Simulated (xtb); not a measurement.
C3H8N2Si, SMILES C[Si@@]1(C=NC1)N. All values are semi-empirical tight-binding results from xtb (GFN2-xTB unless named), good for trends rather than for accurate numbers. Geometry optimised at GFN2-xTB. The structure was generated by enumeration; whether it is a known compound was not checked. Other conformers were not sampled.

Optimised geometry:

```xyz
14

C      2.0238    -0.7038     0.0848
Si     0.3540     0.1854     0.0463
N      0.6198     1.8605     0.3331
C     -1.1737    -0.5514     0.9332
N     -1.8512    -0.8615    -0.0998
C     -1.0018    -0.4235    -1.2128
H      1.9041    -1.7796     0.0190
H      2.6513    -0.3861    -0.7419
H      2.5483    -0.4789     1.0070
H     -0.1419     2.5165     0.2891
H      1.4870     2.2936     0.0640
H     -1.5572    -0.7518     1.9245
H     -0.7914    -1.2626    -1.8758
H     -1.5259     0.3324    -1.7985
```

Computed properties:
```yaml
orbital_gap: 2.87 eV
dipole_moment: 3.69 D
zero_point_energy: 68.5 kcal/mol
G − E(el) at 298.15 K (modified RRHO): 48.1 kcal/mol
static polarisability (D4 model): 76.4 bohr³
solvation energy, GFN2-xTB/ALPB(water): -6.2 kcal/mol
solvation energy, GFN2-xTB/ALPB(acetonitrile): -7.0 kcal/mol
```

Computed atomic charges and the Wiberg bond orders between heavy atoms:
charges (e) C1 -0.20, Si2 0.50, N3 -0.40, C4 -0.04, N5 -0.25, C6 -0.10, H7 0.03, H8 0.03, H9 0.03, H10 0.16, H11 0.16, H12 0.02, H13 0.02, H14 0.02. Bond orders C1–Si2 0.87, Si2–N3 1.16, Si2–C4 0.83, C4–N5 1.96, Si2–C6 0.82, N5–C6 1.04.
